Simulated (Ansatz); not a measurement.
Reaction (redistribution): `[OH][Ti]([SH])([Cl])[Cl]` + `O[SiH2]N[SiH](O)Cl` → `[SH][Ti]([Cl])([Cl])[Cl]` + `O[SiH2]N[SiH](O)O`

Calculated with Ansatz (gas phase, PBE0-D4/def2-TZVP geometries, no zero-point term in ΔE). CCSD(T)/CBS adds triple-zeta CCSD(T) − MP2 to the extrapolated MP2 energy (def2 sets, frozen cores). Functionals use def2-TZVPP. For Ti outer-core shells are correlated without core-valence functions, which leaves a few kJ/mol of doubt a bond. Scalar relativity is left out up to krypton. Each species was taken in one conformer, which may not be the lowest.

```
                   species  PBE-D4 energy (Eh)
`[OH][Ti]([SH])([Cl])[Cl]`         -2243.98830
      `O[SiH2]N[SiH](O)Cl`         -1247.63124
`[SH][Ti]([Cl])([Cl])[Cl]`         -2628.24218
       `O[SiH2]N[SiH](O)O`          -863.38623
```

**Question.** Work out ΔE.

**Answer.** ΔE = (-2628.24218) + (-863.38623) − (-2243.98830) − (-1247.63124) = -0.00887 Eh = -23.3 kJ/mol. CCSD(T)/CBS gives -29.5 kJ/mol.

Largest T1 diagnostic among the species: 0.026, so the coupled-cluster value is less sure than usual.

In def2-TZVPP, CCSD(T) changes the Hartree–Fock value by −8.5 kJ/mol (the triples alone add −5.3 kJ/mol) and MP2 by −16.9 kJ/mol.
